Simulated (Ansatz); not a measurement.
C5H10AlN: where a starting geometry ends

The starting geometry of this gas-phase singlet was optimised with GFN2-xTB; its bonds are those of `C1C[N]2C[C@H]1[CH2][AlH]2`.

```xyz
17

C     1.7114   -0.7948   -0.8750
C     1.1186   -2.1399   -0.3848
C    -0.4767   -0.6158    0.0289
C     0.7406    0.2617   -0.3123
C     1.2480    0.8422    1.0296
Al    0.8604   -0.8449    2.0784
N     0.1566   -1.7832    0.6544
H     1.7599   -0.7571   -1.9633
H     2.7180   -0.6513   -0.4783
H     1.8770   -2.8258   -0.0075
H     0.5836   -2.6342   -1.2072
H    -1.0272   -0.9171   -0.8699
H    -1.1668   -0.1171    0.7217
H     0.5141    1.0419   -1.0437
H     0.6334    1.7161    1.2910
H     2.2699    1.2207    0.9238
H     0.9663   -1.3428    3.5138
```

**Question.** Predict what becomes of its bonds when it is optimised with B3LYP-D3(BJ)/def2-SVP.

**Answer.** It keeps its bonds, and is `C1C[N]2C[C@H]1[CH2][AlH]2`.

The energy falls by 0.13 eV over 10 steps:

```tsv
step	E − E(last) (eV)
1	0.133
2	0.032
3	0.015
4	0.012
5	0.002
6	0.001
7	0.000
8	0.000
9	0.000
10	0.000
```

Final geometry (Å):

```xyz
17

C     1.6748   -0.7864   -0.9146
C     1.1313   -2.1225   -0.2841
C    -0.5264   -0.5686   -0.0556
C     0.7336    0.2971   -0.3295
C     1.2368    0.7972    1.0563
Al    0.8577   -0.8730    2.0635
N     0.0475   -1.7363    0.6444
H     1.6040   -0.8151   -2.0127
H     2.7303   -0.5943   -0.6638
H     1.9158   -2.7114    0.2259
H     0.7364   -2.7765   -1.0844
H    -1.0293   -0.8694   -0.9955
H    -1.2810   -0.0469    0.5616
H     0.5605    1.1243   -1.0377
H     0.6526    1.6738    1.3901
H     2.2919    1.1178    1.0312
H     1.1506   -1.4513    3.5041
```

The end wasn't checked by frequencies. Run with Ansatz 0.2.0, 29 s on 4 threads of Arm Neoverse V1, on a shared host.
